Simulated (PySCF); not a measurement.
A GIAO shielding run with PySCF 2.14 (density fitting, non-relativistic, gas phase) on `C#C[C@@H]1CSC[C@H](F)[SiH2]1`, C$_{6}$H$_{9}$FSSi:

```
$ OMP_NUM_THREADS=1 python probes_run.py task.json out

{"job": {"kind": "nmr", "xc": "PBE0", "basis": "pcSseg-1"}, "charge": 0, "multiplicity": 1}
C      3.314886    -0.943598     0.866889
C      2.335199    -0.537879     0.310969
C      1.136614    -0.039525    -0.324388
C      0.748718     1.307297     0.290143
S     -0.660504     2.083834    -0.563004
C     -2.000121     0.981241    -0.029014
C     -1.871583    -0.380744    -0.692949
F     -2.977919    -1.149687    -0.340802
Si    -0.280736    -1.323413    -0.161837
H      4.183181    -1.299745     1.335231
H      1.360338     0.125401    -1.384904
H      1.563748     2.026555     0.196581
H      0.491672     1.206774     1.345561
H     -2.930397     1.471796    -0.319956
H     -1.969308     0.897249     1.058662
H     -1.941934    -0.257605    -1.780190
H     -0.058947    -2.453865    -1.059312
H     -0.451666    -1.707767     1.240665
```

Hardware: 1 thread of an Arm Neoverse N1, shared host. The job also computes population analyses, field gradients, ring-centre shieldings.

Question: How large is the calculation?

Answer: 84 electrons, 212 basis functions and 1143 auxiliary functions.

Question: How long does it take, and how much memory does it need?

Answer: 83 s of wall time, with 14 SCF cycles and 5 response iterations; peak memory 0.96 GiB. Times on a shared host scatter by some tens of per cent.
